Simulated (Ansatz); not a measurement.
Reaction (substitution at a C–Te bond): `C=C(N)[Te]C` + `[NH]=[Mo](=[NH])([NH2])[OH]` → `C[O][Mo](=[NH])(=[NH])[NH2]` + `C=C(N)[TeH]`

Gas-phase electronic energies from Ansatz, PBE0-D4/def2-TZVP geometries. CBS: MP2 limit from def2 TZ/QZ plus the TZ coupled-cluster correction, frozen cores. DFT in def2-TZVPP. B3LYP here is the variant with VWN-RPA as its local correlation; programs differ in this. def2 core potentials past Kr. For Mo, Te outer-core shells are correlated without core-valence functions, which leaves a few kJ/mol of doubt a bond. One conformer a species, not always the lowest.

`C=C(N)[Te]C`:

```xyz
12

C     0.204   -1.167   -0.785
C    -0.534   -0.760    0.248
N    -1.726   -1.332    0.656
Te    0.077    0.781    1.560
C     1.229    1.843    0.115
H     1.196   -0.782   -0.969
H    -0.172   -1.926   -1.466
H    -2.446   -0.682    0.932
H    -2.070   -2.065    0.051
H     0.644    1.934   -0.798
H     1.430    2.830    0.530
H     2.167    1.326   -0.075
```

`[NH]=[Mo](=[NH])([NH2])[OH]`:

```xyz
10

N     1.257   -0.520    1.024
Mo   -0.006    0.233    0.115
N    -1.494    0.367    0.983
N    -0.341   -0.899   -1.423
O     0.534    1.987   -0.388
H     1.644   -0.963    1.846
H    -2.119    0.262    1.770
H    -1.264   -1.064   -1.791
H     0.316   -1.590   -1.750
H     1.473    2.187   -0.387
```

`C[O][Mo](=[NH])(=[NH])[NH2]`:

```xyz
13

C    -1.734    1.226   -0.807
O    -0.769    1.123    0.206
Mo    0.439   -0.290    0.513
N    -0.333   -1.786    0.104
N     0.950   -0.196    2.165
N     2.015   -0.150   -0.611
H    -2.454    2.001   -0.530
H    -2.269    0.280   -0.947
H    -1.272    1.509   -1.760
H    -0.690   -2.712    0.294
H     1.081   -0.545    3.103
H     2.884    0.251   -0.293
H     2.151   -0.711   -1.438
```

`C=C(N)[TeH]`:

Cartesian coordinates in Å:
```
C 0.955 -0.344 -0.996
C 0.010 0.049 -0.140
N 0.166 0.202 1.222
Te -1.926 0.483 -0.866
H 1.983 -0.466 -0.668
H 0.725 -0.576 -2.025
H -0.353 0.956 1.641
H 1.120 0.146 1.550
H -2.680 -0.450 0.282
```

**Question.** Is it downhill or uphill in electronic energy at CCSD(T)/CBS, and by how much? (Best estimate.)

**Answer.** Ansatz gave: Uphill: ΔE = +62.8 kJ/mol.

**Question.** What do these levels give: B3LYP-D4, ωB97M-V, B2PLYP, B3LYP, SCS-MP2/def2-TZVPP, CCSD/def2-TZVPP? (An estimate is asked.)

**Answer.** Computed: B3LYP-D4 50.6, ωB97M-V 56.1, B2PLYP 53.3, B3LYP 49.1, SCS-MP2/def2-TZVPP 57.5, CCSD/def2-TZVPP 54.6 kJ/mol.

Largest T1 diagnostic among the species: 0.022, so the coupled-cluster value is less sure than usual.

In def2-TZVPP, CCSD(T) changes the Hartree–Fock value by +11.8 kJ/mol (the triples alone add +0.7 kJ/mol) and MP2 by +19.7 kJ/mol.
